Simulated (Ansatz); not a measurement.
Consider the substitution at a C–C bond: `CCCCl` + `COB(O)F` → `COB(F)OC` + `CCCl`.

Program: Ansatz. Geometries: PBE0-D4/def2-TZVP. ΔE: electronic, gas phase. CBS: MP2 limit from def2 TZ/QZ plus the TZ coupled-cluster correction, frozen cores. Functionals use def2-TZVPP. B3LYP here is the variant with VWN-RPA as its local correlation; programs differ in this. HSE06 is defined as in plane-wave codes. One conformer a species, not always the lowest.

`CCCCl`:

Z-matrix (Å, degrees):
```
C
C 1 1.517
H 1 1.091 2 111.0
H 1 1.092 2 111.0 3 120.1
H 1 1.094 2 111.1 3 -120.0
C 2 1.511 1 114.0 3 61.1
H 2 1.094 1 110.4 3 -61.9
H 2 1.097 1 109.9 3 -179.2
Cl 6 1.790 2 112.2 1 -64.7
H 6 1.089 2 111.6 1 176.4
H 6 1.091 2 111.6 1 54.3
```

`COB(O)F`:

Z-matrix (Å, degrees):
```
C
O 1 1.414
H 1 1.092 2 108.7
H 1 1.092 2 108.8 3 -118.3
H 1 1.091 2 111.8 3 120.8
B 2 1.344 1 122.2 3 -121.5
F 6 1.336 2 117.4 1 -180.0
O 6 1.361 2 122.7 1 0.0
H 8 0.959 6 112.6 2 180.0
```

`COB(F)OC`:

```xyz
12

C    -0.617   -2.055   -0.125
O    -1.327   -0.933    0.360
B    -0.757    0.290    0.353
F    -1.483    1.306    0.826
O     0.500    0.480   -0.113
C     1.120    1.751   -0.130
H    -0.345   -1.927   -1.175
H     0.295   -2.225    0.453
H    -1.271   -2.922   -0.027
H     1.392    1.997   -1.158
H     0.464    2.529    0.264
H     2.029    1.708    0.473
```

`CCCl`:

Cartesian coordinates in Å:
```
C -0.224 -0.325 -0.693
C 0.047 0.286 0.658
Cl 1.787 0.624 0.885
H -1.295 -0.519 -0.800
H 0.310 -1.269 -0.809
H 0.086 0.346 -1.495
H -0.244 -0.379 1.470
H -0.468 1.237 0.784
```

| level | ΔE (kJ/mol) | difference from CCSD(T)/CBS |
| --- | --- | --- |
| LDA (SPW92) | 56.7 | 0.3 |
| PBE-D4 | 52.6 | -3.8 |
| revPBE-D4 | 53.0 | -3.4 |
| BLYP-D4 | 46.0 | -10.4 |
| PBE0-D4 | 54.7 | -1.7 |
| B3LYP-D4 | 48.0 | -8.4 |
| r2SCANh-D4 | 53.2 | -3.2 |
| r2SCAN0-D4 | 54.4 | -2.0 |
| HSE06-D4 | 54.5 | -1.9 |
| BHLYP-D4 | 48.7 | -7.7 |
| CAM-B3LYP-D4 | 48.2 | -8.2 |
| ωB97X-V | 50.5 | -5.9 |
| ωB97M-V | 53.4 | -3.0 |
| B2PLYP | 50.5 | -5.9 |
| PBE-QIDH | 57.5 | 1.1 |
| BLYP | 42.8 | -13.6 |
| r2SCAN | 52.1 | -4.3 |
| PBE0 | 53.5 | -2.9 |
| B3LYP | 45.7 | -10.7 |
| r2SCANh | 53.0 | -3.4 |
| r2SCAN0 | 54.2 | -2.2 |
| HSE06 | 53.5 | -2.9 |
| BHLYP | 47.0 | -9.4 |
| CAM-B3LYP | 47.0 | -9.4 |
| LC-ωPBE | 53.4 | -3.0 |
| RPA@PBE/def2-TZVPP | 49.3 | -7.1 |
| HF/def2-SVP | 41.1 | -15.3 |
| MP2/def2-SVP | 58.6 | 2.2 |
| CCSD/def2-SVP | 51.6 | -4.8 |
| CCSD(T)/def2-SVP | 52.0 | -4.4 |
| HF/def2-TZVPP | 42.8 | -13.6 |
| MP2/def2-TZVPP | 60.9 | 4.5 |
| SCS-MP2/def2-TZVPP | 54.7 | -1.7 |
| CCSD/def2-TZVPP | 53.9 | -2.5 |
| HF/def2-QZVPP | 42.3 | -14.1 |
| MP2/def2-QZVPP | 61.6 | 5.2 |
| SCS-MP2/def2-QZVPP | 55.6 | -0.8 |
| HF/CBS(def2) | 42.2 | -14.2 |
| MP2/CBS(def2) | 62.5 | 6.1 |
| CCSD/CBS(def2) | 55.6 | -0.8 |
| CCSD(T)/CBS | 56.4 | 0 |

Largest T1 diagnostic among the species: 0.012.

At CCSD(T), def2-SVP lies −4.4 kJ/mol from the extrapolated value and def2-TZVPP −1.6 kJ/mol. From BLYP to BHLYP (50 % exact exchange), in def2-TZVPP and without D4, ΔE moves by +4.2 kJ/mol.
